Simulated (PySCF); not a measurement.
# Assignment exercise: C$_{5}$H$_{5}$F$_{5}$

Numbering as in the mapped SMILES `[F:1][C:2]([F:3])([F:4])[C:5]([F:6])([F:7])[CH:8]1[CH2:9][CH2:10]1`. Each H is labelled by its parent atom. Ha(C9), Ha(C10) are cis to C5 on the ring; Hb(C9), Hb(C10) are trans to C5 on the ring.

[PySCF 2.14.0 with density-fitted response routines: couplings computed with B3LYP/pcJ-1 (spin–dipole term only in couplings to heteroatoms); σ from GIAO-PBE0/pcSseg-1; structure optimised with PBE0-D3(BJ)/def2-SVP; a single conformation; gas phase; relativity neglected; averaged over atoms made equivalent by symmetry, fast rotation or ring inversion]

Referencing at the same level of theory: ¹³C (σ = 184.41 ppm) and ¹H (σ = 31.27 ppm) against TMS.

**Question.** Assign these signals to the numbered atoms. ¹³C{¹H} NMR (computed): δ 125.3 (C, qt, J = 353.1, 38.6 Hz), 117.4 (C, tq, J = 305.6, 38.3 Hz), 12.2 (CH, t, J = 26.2 Hz), 3.0 (CH2, t, J = 3.8 Hz).

**Answer.** 
```tsv
δ (ppm)	atoms	environment	reason
125.3	C2	CF3 carbon	3 electronegative neighbours deshield it
117.4	C5	fully substituted sp3 carbon bonded to 2 F	2 electronegative neighbours deshield it
12.2	C8	three-membered-ring carbon	carbons of three-membered rings are unusually shielded
3.0	C9/C10	three-membered-ring carbon	–
```

**Question.** Assign these signals to the numbered atoms. ¹H NMR (500 MHz, computed): δ 1.19 (m, 1H), 0.83 (m, 2H), 0.72 (m, 2H).

**Answer.** 
1.19 → H(C8), hydrogen on a three-membered-ring carbon: cyclopropane-type protons are shielded by the ring
0.83 → Ha(C9)/Ha(C10), hydrogen on a three-membered-ring carbon
0.72 → Hb(C9)/Hb(C10), hydrogen on a three-membered-ring carbon

Ha(C9)/Ha(C10) and Hb(C9)/Hb(C10) lie closer than the usual error of such a calculation, so a measured spectrum could show them in the other order.

C–F couplings over four or more bonds (about 3 Hz to the para carbon of a fluoroarene) are left out. Common functionals overestimate the size of one-bond C–F couplings by tens of Hz; these are unscaled. Splittings below 1 Hz are ignored in the labels, and close J values are merged. Couplings among chemically equivalent protons are left out too, so labels in AA′BB′ or AA′XX′ sets are apparent multiplicities. Unscaled 3J(H,H) at this level run about 10 % above measured values. Shifts are as computed. Against solution values, carbons near 30 ppm lie about +2 ppm off and those near 130 ppm about +5 ppm. Of 1211 compounds with measured shifts, 218 miss one by over three times the rms of a fit or turn the order of signals round; such compounds aren't used in these exercises. Vicinal couplings across rotatable single bonds and in flexible rings belong to the one computed conformer; a conformer average would change them.
